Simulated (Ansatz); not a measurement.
CH₆ClNSi₂. Charge 0, multiplicity 1. The bonds changed during the relaxation, so this is another structure than the one it started from. The structure was optimised at the PBE0-D4/def2-TZVP level.

```xyz
11

C     0.014   -1.143    1.380
Si    0.627   -0.527   -0.267
N    -0.333    0.809   -0.860
Si    0.253    2.396   -1.121
Cl   -1.525    3.299   -1.813
H     0.628   -1.979    1.728
H     0.055   -0.351    2.131
H    -1.018   -1.494    1.309
H     0.599   -1.636   -1.258
H    -1.309    0.621   -1.065
H     2.010    0.006   -0.163
```

Problem. What is the dipole moment at B3LYP/def2-TZVPP? (An estimate is asked.)

Solution. Ansatz gave: 2.65 D, with components (-0.02, -2.33, 1.28) D in this frame, pointing from negative to positive charge.

Problem. And with PBE, r2SCAN, ωB97M-V? (An estimate is asked.)

Solution. The calculation gave: PBE 2.70 D, r2SCAN 2.78 D, ωB97M-V 2.61 D.

Problem. Give the Mulliken charges with B3LYP, r2SCAN, PBE in def2-TZVPP. (Best estimate.)

Solution. Ansatz gave: 
| atom | B3LYP | r2SCAN | PBE |
| --- | --- | --- | --- |
| C1 | -0.37 | -0.29 | -0.36 |
| Si2 | 0.39 | 0.41 | 0.30 |
| N3 | -0.27 | -0.35 | -0.22 |
| Si4 | 0.27 | 0.31 | 0.22 |
| Cl5 | -0.29 | -0.29 | -0.26 |
| H6 | 0.10 | 0.08 | 0.11 |
| H7 | 0.10 | 0.08 | 0.11 |
| H8 | 0.10 | 0.07 | 0.10 |
| H9 | -0.08 | -0.08 | -0.07 |
| H10 | 0.12 | 0.13 | 0.12 |
| H11 | -0.07 | -0.06 | -0.05 |

B3LYP here is the variant with VWN-RPA as its local correlation; programs differ in this.
